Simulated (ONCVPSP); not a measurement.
An all-electron radial function and its pseudo partner (sulfur (S))

Columns: radius, all-electron u(r) and pseudo u(r) of the 2s shell (level -210.43 eV) of sulfur in the configuration [He] 2s2 2p6 3s2 3p4; PBE, non-relativistic, ONCV scheme, ONCVPSP 4.0.1.

| r (bohr) | all-electron | pseudo |
| --- | --- | --- |
| 0.053 | -0.6986 | 0.3119 |
| 0.105 | -0.3217 | 0.6014 |
| 0.158 | 0.2921 | 0.8644 |
| 0.210 | 0.8194 | 1.0791 |
| 0.262 | 1.1904 | 1.2423 |
| 0.315 | 1.4087 | 1.3514 |
| 0.368 | 1.4973 | 1.4032 |
| 0.420 | 1.4934 | 1.4030 |
| 0.473 | 1.4270 | 1.3581 |
| 0.525 | 1.3249 | 1.2799 |
| 0.578 | 1.2015 | 1.1766 |
| 0.630 | 1.0734 | 1.0617 |
| 0.683 | 0.9442 | 0.9399 |
| 0.735 | 0.8238 | 0.8227 |
| 0.788 | 0.7106 | 0.7104 |
| 0.840 | 0.6104 | 0.6104 |
| 0.893 | 0.5195 | 0.5195 |
| 0.945 | 0.4414 | 0.4414 |
| 0.998 | 0.3723 | 0.3723 |
| 1.050 | 0.3141 | 0.3141 |
| 1.102 | 0.2642 | 0.2642 |
| 1.155 | 0.2209 | 0.2209 |
| 1.208 | 0.1842 | 0.1842 |
| 1.260 | 0.1539 | 0.1539 |
| 1.313 | 0.1278 | 0.1278 |
| 1.365 | 0.1063 | 0.1063 |

Question: How many radial nodes do the two functions have?

Answer: The all-electron 2s function has n − l − 1 = 1; the pseudo-wave has 0, since the states of the same l below it are removed with the core.

Question: At about which radius was the pseudo-wave matched?

Answer: 0.95 bohr. The columns agree to 0.0005 from 0.79 bohr on; several derivatives are matched, so the curves merge somewhat inside the radius.

Question: Where does each function peak?

Answer: Outermost all-electron maximum near 0.37 bohr, pseudo maximum near 0.37 bohr (to the table’s step).

Question: Is the pseudo-wave norm-conserving?

Answer: Yes: the ONCV scheme keeps the norm inside the radius equal to the all-electron one, which fixes the energy derivative of the logarithmic derivative at the level.
